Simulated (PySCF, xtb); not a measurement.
C2H7Si, SMILES [CH2][SiH2]C, multiplicity 2.

Harmonic wavenumbers (cm⁻¹) from GFN2-xTB in xtb at its own minimum, in rising order: 61, 128, 192, 434, 523, 558, 654, 708, 766, 789, 819, 832, 867, 1375, 1394, 1496, 1499, 2138, 2197, 3036, 3038, 3042, 3092, 3133.

**Question.** What does B3LYP-D3(BJ)/def2-SVP run with PySCF give at its own minimum? (Estimate from the structure and the level; the computed values follow.)

**Answer.** 51, 169, 213, 457, 541, 606, 666, 706, 752, 828, 882, 919, 959, 1270, 1372, 1436, 1438, 2163, 2200, 3030, 3119, 3121, 3126, 3219. Paired by order, the mean absolute difference is 43 cm⁻¹ and the zero-point energies are 46.8 and 47.5 kcal/mol.
